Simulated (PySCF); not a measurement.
## Exercise with solution: chemical shift, span and skew from a shielding tensor

C2H8GeO, SMILES C[CH2][GeH2][OH]. Atoms are numbered in the order given.

```xyz
12

Ge     0.5274     0.4098     0.1792
O      1.3398    -1.1590    -0.2237
C     -1.3061     0.4027    -0.5487
C     -2.1197    -0.8076    -0.0814
H      1.4245     1.4783    -0.4948
H      0.4974     0.5925     1.7310
H      1.0455    -1.8608     0.3844
H     -1.2141     0.4183    -1.6551
H     -1.7917     1.3586    -0.2566
H     -2.2541    -0.8124     1.0208
H     -3.1322    -0.8290    -0.5351
H     -1.6142    -1.7563    -0.3581
```

Geometry: PBE-D3(BJ)/def2-SVP. This is a generated structure with no PubChem entry under its InChIKey; it may be hypothetical. The values are those of a single conformer.

GIAO shieldings from PBE/pcSseg-1 run with PySCF, non-relativistic, no solvent. The symmetric part of the tensor of C4 has the principal values 158.5, 165.6, 180.7 ppm. The same nucleus in TMS has σ = 182.0 ppm at this level (PySCF, at its B3LYP-D3(BJ)/def2-TZVP geometry).

### Question
Work out the isotropic shielding, the ¹³C shift against TMS, the span and the skew.

### Answer

σ(iso) = (σ11 + σ22 + σ33)/3 = 168.3 ppm. δ = σ(ref) − σ(iso) = 182.0 − (168.3) = 13.7 ppm.
Span Ω = σ33 − σ11 = 22.2 ppm. Skew κ = 3(σ(iso) − σ22)/Ω = 0.36. Tumbling in solution averages the tensor to δ; in a static solid the shielding alone would spread this spin-1/2 line over Ω.
